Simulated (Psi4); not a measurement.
C$_{6}$H$_{15}$Sb, charge +1, doublet, at a GFN2-xTB geometry (a state made from the parent by changing its charge; the spin is typed, not shown lowest) (all electrons, no relativity); BHHLYP/STO-3G run with Psi4 1.11.

The Psi4 input:
```
memory 2 GB

molecule {
1 2
Sb    0.08394656   -0.14793732    0.64814379
C     1.59514398    1.22062068   -0.26205425
C     1.09436090    1.81229503   -1.55627652
H     2.47857380    0.60013490   -0.40269509
H     1.81305105    1.99087086    0.47439410
H     0.22690550    2.45071787   -1.40370388
H     0.85216715    1.04849737   -2.29211831
H     1.88644369    2.43503123   -1.97387433
C    -1.87830798    0.39127142   -0.26507210
C    -2.49521305    1.63267689    0.33080458
H    -2.51413874   -0.48137920   -0.12857834
H    -1.64575793    0.51859281   -1.32109601
H    -1.84265155    2.49887781    0.23489832
H    -2.74097189    1.49145575    1.38166958
H    -3.42233329    1.85503924   -0.19737196
C     0.54686613   -2.16401247   -0.17812489
C     0.68175491   -2.09857793   -1.68005361
H    -0.27137656   -2.81115398    0.13166794
H     1.46765724   -2.49353515    0.29910024
H     1.50649204   -1.45949594   -1.98822787
H    -0.23555524   -1.76068281   -2.15778284
H     0.89259130   -3.10380955   -2.04695423
}

set {
  basis sto-3g
  reference uks
  scf_type pk
  puream true
  d_convergence 1e-8
  dft_radial_points 99
  dft_spherical_points 590
}

energy('bhhlyp')
print_variables()
```

Q: Write the output that Psi4 gives for this input, abridged.

A: 
```
   => Loading Basis Set <=

    Name: STO-3G
    Role: ORBITAL
    Keyword: BASIS

         ---------------------------------------------------------
                                   SCF
               by Justin Turney, Rob Parrish, Andy Simmonett
                          and Daniel G. A. Smith
                              UKS Reference
         ---------------------------------------------------------

  ==> Geometry <==

    Molecular point group: c1
    Full point group: C1

    Geometry (in Angstrom), charge = 1, multiplicity = 2:

       Center              X                  Y                   Z               Mass
    ------------   -----------------  -----------------  -----------------  -----------------
         SB           0.068930329313    -0.121238144228     0.534915283427   120.903812000000
         C            1.580127749313     1.247319855772    -0.375282756573    12.000000000000
         C            1.079344669313     1.838994205772    -1.669505026573    12.000000000000
         H            2.463557569313     0.626834075772    -0.515923596573     1.007825032230
         H            1.798034819313     2.017570035772     0.361165593427     1.007825032230
         H            0.211889269313     2.477417045772    -1.516932386573     1.007825032230
         H            0.837150919313     1.075196545772    -2.405346816573     1.007825032230
         H            1.871427459313     2.461730405772    -2.087102836573     1.007825032230
         C           -1.893324210687     0.417970595772    -0.378300606573    12.000000000000
         C           -2.510229280687     1.659376065772     0.217576073427    12.000000000000
         H           -2.529154970687    -0.454680024228    -0.241806846573     1.007825032230
         H           -1.660774160687     0.545291985772    -1.434324516573     1.007825032230
         H           -1.857667780687     2.525576985772     0.121669813427     1.007825032230
         H           -2.755988120687     1.518154925772     1.268441073427     1.007825032230
         H           -3.437349520687     1.881738415772    -0.310600466573     1.007825032230
         C            0.531849899313    -2.137313294228    -0.291353396573    12.000000000000
         C            0.666738679313    -2.071878754228    -1.793282116573    12.000000000000
         H           -0.286392790687    -2.784454804228     0.018439433427     1.007825032230
         H            1.452641009313    -2.466835974228     0.185871733427     1.007825032230
         H            1.491475809313    -1.432796764228    -2.101456376573     1.007825032230
         H           -0.250571470687    -1.733983634228    -2.271011346573     1.007825032230
         H            0.877575069313    -3.077110374228    -2.160182736573     1.007825032230

  Running in c1 symmetry.

  Rotational constants: A =      0.05269  B =      0.03967  C =      0.03301 [cm^-1]
  Rotational constants: A =   1579.64303  B =   1189.20262  C =    989.67125 [MHz]
  Nuclear repulsion =  723.928864620393369

  Charge       = 1
  Multiplicity = 2
  Electrons    = 101
  Nalpha       = 51
  Nbeta        = 50

  ==> Algorithm <==

  SCF Algorithm Type is PK.
  DIIS enabled.
  MOM disabled.
  Fractional occupation disabled.
  Guess Type is SAD.
  Energy threshold   = 1.00e-06
  Density threshold  = 1.00e-08
  Integral threshold = 1.00e-12

  ==> Primary Basis <==

  Basis Set: STO-3G
    Blend: STO-3G
    Number of shells: 44
    Number of basis functions: 72
    Number of Cartesian functions: 74
    Spherical Harmonics?: true
    Max angular momentum: 2

  ==> DFT Potential <==

   => LibXC <=

    Version 7.1.2
    S. Lehtola, C. Steigemann, M. J. T. Oliveira, and M. A. L. Marques,  SoftwareX 7, 1–5 (2018) (10.1016/j.softx.2017.11.002)

   => Composite Functional: BHANDHLYP <=

    BHandHLYP Hyb-GGA Exchange-Correlation Functional

    A. D. Becke,  J. Chem. Phys. 98, 1372 (1993) (10.1063/1.464304)
    Defined through Gaussian implementation.

    Deriv               =              1
    GGA                 =           TRUE
    Meta                =          FALSE

    Exchange Hybrid     =           TRUE
    MP2 Hybrid          =          FALSE

   => Exchange Functionals <=

    0.5000         Becke 88

   => Exact (HF) Exchange <=

    0.5000               HF

   => Correlation Functionals <=

    1.0000   Lee, Yang & Parr

   => LibXC Density Thresholds  <==

    XC_HYB_GGA_XC_BHANDHLYP:  1.00E-15

   => Molecular Quadrature <=

    Radial Scheme          =       TREUTLER
    Pruning Scheme         =           NONE
    Nuclear Scheme         =       TREUTLER

    Blocking Scheme        =         OCTREE
    BS radius alpha        =              1
    Pruning alpha          =              1
    Radial Points          =             99
    Spherical Points       =            590
    Total Points           =        1179385
    Total Blocks           =           7983
    Max Points             =            256
    Max Functions          =             66
    Weights Tolerance      =       1.00E-15

  ==> Integral Setup <==

  Using in-core PK algorithm.
   Calculation information:
      Number of atoms:                  22
      Number of AO shells:              44
      Number of primitives:            132
      Number of atomic orbitals:        74
      Number of basis functions:        72

      Integral cutoff                 1.00e-12
      Number of threads:                 1

  Performing in-core PK
  Using 6909012 doubles for integral storage.
  We computed 419136 shell quartets total.
  Whereas there are 490545 unique shell quartets.

  ==> DiskJK: Disk-Based J/K Matrices <==

    J tasked:                  Yes
    K tasked:                  Yes
    wK tasked:                  No
    Schwarz Cutoff:          1E-12

  Minimum eigenvalue in the overlap matrix is 2.0950992615E-01.
  Reciprocal condition number of the overlap matrix is 8.3646020120E-02.
    Using symmetric orthogonalization.

  ==> Pre-Iterations <==

  SCF Guess: Superposition of Atomic Densities via on-the-fly atomic UHF (no occupation information).

   -------------------------
    Irrep   Nso     Nmo
   -------------------------
     A         72      72
   -------------------------
    Total      72      72
   -------------------------

  ==> Iterations <==

                        Total Energy        Delta E     RMS |[F,P]|

   @UKS iter SAD: -6481.55476555238056   -6.48155e+03   0.00000e+00
   @UKS iter   1: -6487.93261558235736   -6.37785e+00   6.78886e-03 ADIIS/DIIS
   @UKS iter   2: -6488.05350813606401   -1.20893e-01   4.87945e-03 ADIIS/DIIS
   @UKS iter   3: -6488.14770325701284   -9.41951e-02   3.59096e-04 ADIIS/DIIS
   @UKS iter   4: -6488.14834011995208   -6.36863e-04   8.06454e-05 DIIS
   @UKS iter   5: -6488.14839249208308   -5.23721e-05   2.85452e-05 DIIS
   @UKS iter   6: -6488.14839854978527   -6.05770e-06   7.37916e-06 DIIS
   @UKS iter   7: -6488.14839937413308   -8.24348e-07   2.66859e-06 DIIS
   @UKS iter   8: -6488.14839950581973   -1.31687e-07   9.92323e-07 DIIS
   @UKS iter   9: -6488.14839951976410   -1.39444e-08   5.49426e-07 DIIS
   @UKS iter  10: -6488.14839952298735   -3.22325e-09   1.69876e-07 DIIS
   @UKS iter  11: -6488.14839952337297   -3.85626e-10   5.55977e-08 DIIS
   @UKS iter  12: -6488.14839952339207   -1.90994e-11   1.75835e-08 DIIS
   @UKS iter  13: -6488.14839952340481   -1.27329e-11   4.33835e-09 DIIS
  Energy and wave function converged.

  ==> Post-Iterations <==

   Electrons on quadrature grid:
      Nalpha   =   50.9999924555 ; deviation = -7.544e-06
      Nbeta    =   49.9999929323 ; deviation = -7.068e-06
      Ntotal   =  100.9999853878 ; deviation = -1.461e-05

   @Spin Contamination Metric:   4.504999869E-04
   @S^2 Expected:                7.500000000E-01
   @S^2 Observed:                7.504505000E-01
   @S   Expected:                5.000000000E-01
   @S   Observed:                5.000000000E-01

    Orbital Energies [Eh]
    ---------------------

    Alpha Occupied:

[...]
    Alpha Virtual:

[...]
    Beta Occupied:

[...]
    Beta Virtual:

[...]
      72A      0.465338

    Final Occupation by Irrep:
              A
    DOCC [    50 ]
    SOCC [     1 ]
    NA   [    51 ]
    NB   [    50 ]

  @UKS Final Energy: -6488.14839952340481

   => Energetics <=

    Nuclear Repulsion Energy =            723.9288646203933695
    One-Electron Energy =              -10368.4276267273635312
    Two-Electron Energy =                3260.4046424932444097
    DFT Exchange-Correlation Energy =    -104.0542799096786837
    Empirical Dispersion Energy =           0.0000000000000000
    VV10 Nonlocal Energy =                  0.0000000000000000
    Total Energy =                      -6488.1483995234048052

  UHF NO Occupations:
  HONO-2 :   49  A 1.9999346
  HONO-1 :   50  A 1.9999277
  HONO-0 :   51  A 1.0000000
  LUNO+0 :   52  A 0.0000723
  LUNO+1 :   53  A 0.0000654
  LUNO+2 :   54  A 0.0000585
  LUNO+3 :   55  A 0.0000160

Computation Completed

Properties will be evaluated at   0.000000,   0.000000,   0.000000 [a0]

Properties computed using the SCF density matrix

 Multipole Moments:

 ------------------------------------------------------------------------------------
     Multipole            Electronic (a.u.)      Nuclear  (a.u.)        Total (a.u.)
 ------------------------------------------------------------------------------------

 L = 1.  Multiply by 2.5417464519 to convert [e a0] to [Debye]
 Dipole X            :          2.9951646           -2.8944086            0.1007561
 Dipole Y            :         -5.2881062            5.1463205           -0.1417856
 Dipole Z            :         21.9508077          -21.8250287            0.1257791
 Magnitude           :                                                    0.2146516

 ------------------------------------------------------------------------------------

  Variable Map:
  ----------------------------------------------------------------------------
[...]
  Array Variable Map:
  ----------------------------------------------------------------------------
[...]
[...]
```
